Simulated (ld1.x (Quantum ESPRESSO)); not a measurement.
Before and after: TM potential for Mn (Z = 25)

* Element: manganese (Mn)
* Generator: ld1.x (Quantum ESPRESSO) 7.5
* Type: norm-conserving Troullier–Martins (Kleinman–Bylander form)
* Functional: PBEsol
* Relativity: scalar-relativistic
* Frozen core: [Ne]
* Valence charge: 15
* Reference configuration: 3s2 3p6 3d5 4s0 4p0 (charge +2)
* Partial waves: 3s (bound): rc 1.30 bohr; 3d (bound): rc 1.20 bohr; 3p (bound): rc 0.90 bohr
* Local potential: the p channel
* Core correction: none

All-electron outer shells of the reference configuration (PBEsol, scalar-relativistic, ld1.x):

```csv
shell,level (eV),outermost node (bohr),outermost maximum (bohr)
2p,-647.32,–,0.19
3s,-103.42,0.34,0.74
3p,-72.27,0.31,0.75
3d,-24.28,–,0.76
4s,-19.23,1.05,2.24
4p,-13.67,1.14,2.67
```

Change: wave 3d (bound): rc 1.20 bohr becomes 3d (bound): rc 1.38 bohr.

Cutoffs: the cutoffs (Ry, on a coarse ladder) from which the occupation-weighted sum of valence levels, in a spherical-Bessel basis at the reference potential, stays within 10 and 1 mRy of its value at 400 Ry; they do not see the model core or the augmentation charge, which bear on the density cutoff. Errors are all-electron minus pseudo energies relative to the spin-unpolarised reference configuration.

Task: What does the change do?

Result: The potential gets softer (140 Ry and 230 Ry → 120 Ry and 230 Ry); of the 7 tests that both files solve, the error grows in 2 and shrinks in 0 by more than 15 % and 0.3 meV (median size 448.4 → 448.2 meV); neither file shows a bound ghost. A larger radius leaves more room for a smooth pseudo-wave, so fewer plane waves are needed.

```tsv
quantity	base	changed
cutoff, loose	140 Ry	120 Ry
cutoff, tight	230 Ry	230 Ry
loose cutoff by channel (10 mRy a level)	s 50 Ry, d 120 Ry, p 80 Ry	s 50 Ry, d 100 Ry, p 80 Ry
bound ghosts	none	none
error for 3s2 3p6 3d5 4s2 4p0, meV [ΔE -23.94 eV]	+521	+521
error for 3s2 3p6 3d5 4s1 4p0, meV [ΔE -15.51 eV]	+342	+342
error for 3s2 3p6 3d4 4s0 4p0, meV [ΔE 32.48 eV]	+8.9	+16
error for 3s2 3p6 3d6 4s0 4p0, meV [ΔE -17.17 eV]	-0.2	-0.7
error for 3s2 3p6 3d4 4s2 4p1, meV [ΔE -16.12 eV]	+816	+825
error for 3s2 3p5 3d5 4s2 4p0, meV [ΔE 37.93 eV]	+964	+947
error for 3s2 3p6 3d5 4s1.5 4p0, meV [ΔE -20.57 eV]	+448	+448
```
